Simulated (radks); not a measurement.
Q: Isoelectronic series with 15 electrons, each ion in its NIST ground configuration. All-electron calculation, Dirac Kohn-Sham, PBE, spin-unpolarised, spherical densities, finite nucleus; open shells are shared between the two j in proportion to 2j + 1; Fermi nuclear charge, rms radius of each element as measured or else 0.836 A^(1/3) + 0.57 fm. Program: a radial shooting solver on a logarithmic mesh with Libxc functionals. Total energies (hartree) and mean radii <r> (bohr):

ion    configuration  E (hartree)   3p3/2   3p1/2   3s1/2   2p3/2
P       [Ne] 3s2 3p3   -341.90250   2.376   2.366   1.896  0.4860
S+      [Ne] 3s2 3p3   -398.61400   1.898   1.891   1.637  0.4430
Cl2+    [Ne] 3s2 3p3   -459.98919   1.604   1.598   1.442  0.4070
Ar3+    [Ne] 3s2 3p3   -526.02309   1.398   1.393   1.291  0.3764
K4+     [Ne] 3s2 3p3   -596.71746   1.244   1.238   1.170  0.3500
Ca5+    [Ne] 3s2 3p3   -672.07766   1.122   1.117   1.070  0.3271
Sc6+    [Ne] 3s2 3p3   -752.11152   1.023   1.018  0.9870  0.3070
Ti7+    [Ne] 3s2 3p3   -836.82864  0.9413  0.9362  0.9161  0.2892
V8+     [Ne] 3s2 3p3   -926.24005  0.8720  0.8670  0.8550  0.2733
Cr9+    [Ne] 3s2 3p3  -1020.35785  0.8126  0.8075  0.8016  0.2591
Mn10+   [Ne] 3s2 3p3  -1119.19530  0.7610  0.7559  0.7546  0.2463
Fe11+   [Ne] 3s2 3p3  -1222.76672  0.7158  0.7106  0.7129  0.2347
Co12+   [Ne] 3s2 3p3  -1331.08724  0.6757  0.6705  0.6755  0.2241
Ni13+   [Ne] 3s2 3p3  -1444.17317  0.6400  0.6347  0.6419  0.2144
Cu14+   [Ne] 3s2 3p3  -1562.04098  0.6079  0.6025  0.6115  0.2055
Zn15+   [Ne] 3s2 3p3  -1684.70911  0.5789  0.5734  0.5838  0.1974
Ga16+   [Ne] 3s2 3p3  -1812.19607  0.5526  0.5470  0.5585  0.1898
Ge17+   [Ne] 3s2 3p3  -1944.52155  0.5286  0.5229  0.5352  0.1828
Se19+   [Ne] 3s2 3p3  -2223.77219  0.4864  0.4805  0.4940  0.1702

Estimate the row of As18+ ([Ne] 3s2 3p3).

A: E (hartree) -2081.70657; 3p3/2 0.5066; 3p1/2 0.5008; 3s1/2 0.5138; 2p3/2 0.1763.
